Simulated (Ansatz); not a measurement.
`N[CH2][Al]([OH])[OH]`. Charge 0, multiplicity 1. The structure was optimised at the PBE0-D4/def2-TZVP level. It is one conformer, not always the lowest.

```xyz
11

N     1.653    0.000   -0.488
C     0.304   -0.541   -0.689
Al   -0.919    0.214    0.651
O    -2.600    0.013    0.629
O    -0.291    1.133    1.929
H     1.681    0.989   -0.699
H     2.325   -0.445   -1.103
H    -0.077   -0.460   -1.718
H     0.337   -1.620   -0.481
H    -3.072   -0.451   -0.058
H     0.661    1.168    2.028
```

(1) What is the dipole moment at B3LYP/def2-TZVPP? (An estimate is asked.)

(2) And with PBE, r2SCAN, ωB97M-V? (Estimate.)

(3) Give the Mulliken charges with B3LYP, ωB97M-V, PBE in def2-TZVPP. (Best estimate.)

Answers

(1) Ansatz gave: 3.44 D, with components (1.26, -1.06, -3.03) D in this frame, pointing from negative to positive charge.

(2) The calculation gave: PBE 3.32 D, r2SCAN 3.36 D, ωB97M-V 3.45 D.

(3) The calculation gave: 
| atom | B3LYP | ωB97M-V | PBE |
| --- | --- | --- | --- |
| N1 | -0.35 | -0.30 | -0.35 |
| C2 | -0.26 | -0.34 | -0.27 |
| Al3 | 0.67 | 0.69 | 0.57 |
| O4 | -0.41 | -0.39 | -0.37 |
| O5 | -0.42 | -0.41 | -0.39 |
| H6 | 0.13 | 0.11 | 0.14 |
| H7 | 0.12 | 0.10 | 0.13 |
| H8 | 0.09 | 0.11 | 0.09 |
| H9 | 0.09 | 0.12 | 0.09 |
| H10 | 0.16 | 0.15 | 0.17 |
| H11 | 0.18 | 0.17 | 0.18 |

B3LYP here is the variant with VWN-RPA as its local correlation; programs differ in this.
